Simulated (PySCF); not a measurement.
A run for PySCF: R-B3LYP/6-31G* on N2 (SMILES N#N).

```python
from pyscf import gto, scf, dft, mp
from pyscf.data.elements import chemcore

mol = gto.M(
    atom='''
    N     0.47634349   -0.33808229    2.94851102
    N    -0.23219679    0.12894808    3.63361178
    ''',
    basis='6-31g*',
    cart=True,
    charge=0, spin=0, verbose=3, max_memory=1800)
mf = dft.RKS(mol, xc='b3lyp')
mf.conv_tol = 1e-8
mf.max_cycle = 100
mf.kernel()
if not mf.converged:
    mf = mf.newton().run(mf.mo_coeff, mf.mo_occ)
```

What total energy does the run end on?

-109.5235 hartree.
